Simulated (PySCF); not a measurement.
Molecule: `C1C[C@H]2CC[C@@H]1C2`, C₇H₁₂.

Structure with atom numbers: `[CH2:1]1[CH2:2][C@@H:3]2[CH2:4][CH2:5][C@H:6]1[CH2:7]2`. Hydrogens are named by the atom that carries them. Ha(C4), Ha(C5) are cis to C1 on the ring; Ha(C1), Ha(C2) are cis to C4 on the ring; Hb(C4), Hb(C5) are trans to C1 on the ring; Hb(C1), Hb(C2) are trans to C4 on the ring.

Geometry PBE0-D3(BJ)/def2-SVP throughout; GIAO in PySCF, gas phase, one conformer, non-relativistic; equivalent atoms averaged; basis pcSseg-1.

Task: How do the absolute shieldings σ depend on the functional? (ppm; last column core-seconds on shared hosts with different chips, so compare them loosely; the GGAs took longer than the global hybrids here, which isn't the general rule, and the cause wasn't traced)

Result: 
| functional | kind | C7 | C3/C6 | C1/C2/C4/C5 | H(C3)/H(C6) | Hb(C1)/Hb(C2)/Hb(C4)/Hb(C5) | Ha(C1)/Ha(C2)/Ha(C4)/Ha(C5) | H(C7) | core-s |
| --- | --- | --- | --- | --- | --- | --- | --- | --- | --- |
| HF | Hartree–Fock | 155.7 | 158.4 | 163.1 | 30.04 | 30.44 | 30.75 | 30.83 | 13 |
| LDA | LDA | 137.6 | 138.7 | 146.4 | 28.66 | 29.25 | 29.70 | 29.71 | 32 |
| BP86 | GGA | 138.1 | 138.6 | 145.8 | 29.21 | 29.73 | 30.15 | 30.17 | 33 |
| KT2 | GGA | 143.4 | 143.5 | 150.2 | 29.03 | 29.66 | 30.08 | 30.12 | 41 |
| PBE0 | global hybrid | 144.4 | 145.7 | 152.3 | 29.32 | 29.82 | 30.21 | 30.24 | 20 |
| mPW1PW91 | global hybrid | 143.5 | 144.8 | 151.4 | 29.40 | 29.87 | 30.26 | 30.29 | 30 |
| WP04 | global hybrid | 131.3 | 130.6 | 138.5 | 29.74 | 30.17 | 30.50 | 30.53 | 21 |
| B97-2 | global hybrid | 144.2 | 145.1 | 151.6 | 29.44 | 29.92 | 30.31 | 30.34 | 24 |
| CAM-B3LYP | range-separated hybrid | 142.2 | 143.7 | 150.2 | 29.42 | 29.90 | 30.27 | 30.31 | 27 |
| LC-wPBE | range-separated hybrid | 149.6 | 152.1 | 158.4 | 29.50 | 29.94 | 30.28 | 30.32 | 49 |

Task: Which nucleus moves most, in ppm?

Result: C3/C6 (sp3 CH in a ring): from 130.6 ppm with WP04 to 158.4 ppm with HF. The smallest spread is 1.05 ppm, at Ha(C1)/Ha(C2)/Ha(C4)/Ha(C5). Proton shifts span only some 12 ppm, so a few tenths of a ppm matter as much there as several ppm in carbon.
